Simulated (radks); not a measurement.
Q: The mean radii <r> (bohr) of the occupied orbitals of an atom or ion are listed with their occupations. Method: scalar-relativistic Kohn-Sham, exchange-only PBE, spin-polarised, spherical densities, finite nucleus; Fermi nuclear charge, rms radius of each element as measured or else 0.836 A^(1/3) + 0.57 fm; computed with a radial shooting solver on a logarithmic mesh with Libxc functionals.

orbital  occ.      <r>
1s up       1  0.08572
1s down     1  0.08571
2s up       1   0.4132
2s down     1   0.4129
2p up       3   0.3751
2p down     3   0.3749
3s up       1    1.253
3s down     1    1.261
3p up       2    1.334

Name the element and its charge. Open shells, if any, are filled with parallel spins first.

A: Z = 18, argon, charge +4: Ar4+ in [Ne] 3s2 3p2. The 1s radius gives Z: for a bare nucleus <r> = (2 gamma + 1)/(2Z) with gamma = sqrt(1 - (Z/c)^2), 0.08285 bohr for Z = 18, and screening makes it slightly larger (0.08572 here). The occupations add up to 14, and the charge is Z minus that.
